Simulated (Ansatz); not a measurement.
Correlation energies of C3H4ClFSi (`C#CC[SiH](F)Cl`) by basis set

```xyz
10

C    -1.030   -1.460    1.564
C    -0.631   -1.041    0.512
C    -0.117   -0.480   -0.717
Si    0.775    1.126   -0.369
F     1.447    1.615   -1.728
Cl   -0.551    2.550    0.228
H    -1.394   -1.843    2.488
H    -0.922   -0.290   -1.435
H     0.593   -1.165   -1.195
H     1.829    0.988    0.651
```

Charge 0, multiplicity 1. Geometry: relaxed with PBE0-D4/def2-TZVP. It is one conformer, not always the lowest. Frozen core, restricted reference, Ansatz. CBS rows extrapolate triple and quadruple zeta; past MP2 they add the triple-zeta difference.

| basis | HF (Eh) | MP2 corr. |
| --- | --- | --- |
| def2-TZVPP | -963.98854 | -1.02233 |
| def2-QZVPP | -964.02019 | -1.10632 |

(1) Estimate the CCSD correlation energy and the (T) correction in each basis where they were run (hartree).

Results:

(1) 
| basis | CCSD corr. | (T) |
| --- | --- | --- |
| def2-TZVPP | -1.06221 | -0.04494 |
| CBS(def2) | -1.20841 | as TZ |
